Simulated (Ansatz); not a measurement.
Species: C2H7O2Si, net charge 0, doublet state. It need not be the lowest isomer of its formula. 
Coordinates optimised at B3LYP-D3(BJ)/def2-TZVP (Ansatz, a first-principles code):
```
Si
O 1 1.6544
H 2 0.9604 1 117.59
O 1 1.6562 2 111.68 3 -60.45
H 4 0.9609 1 117.05 2 -64.83
C 1 1.8379 2 103.90 3 179.14
H 6 1.0840 1 122.74 2 -4.36
H 6 1.0847 7 114.75 1 178.88
C 1 1.8606 2 112.07 3 55.84
H 9 1.0912 1 111.03 2 56.08
H 9 1.0918 10 108.25 1 -121.80
H 9 1.0929 10 108.32 11 -116.35
```
Charge 0, spin multiplicity 2.

Computed values are from Ansatz. Cores are frozen in the correlated levels unless marked. UHF or UKS for open shells. Spin-orbit coupling is left out. No relativistic terms. CBS(X,Y): correlation extrapolated as X^-3; Hartree-Fock from the larger set. [CCSD(T)-MP2]/basis is that difference in the basis named.

The atomisation energy De comes out as 4664.1 kJ/mol at RI-MP2/CBS(cc-pV(T+d)Z,cc-pV(Q+d)Z)+[CCSD(T)-MP2]/cc-pV(T+d)Z, the total energy comes out as -519.8095 Eh at RI-MP2/CBS(cc-pV(T+d)Z,cc-pV(Q+d)Z)+[CCSD(T)-MP2]/cc-pV(T+d)Z and the dipole moment comes out as 0.23 D at wB97M-V/def2-TZVPD. The T1 diagnostic is 0.011 at CCSD/cc-pV(T+d)Z.
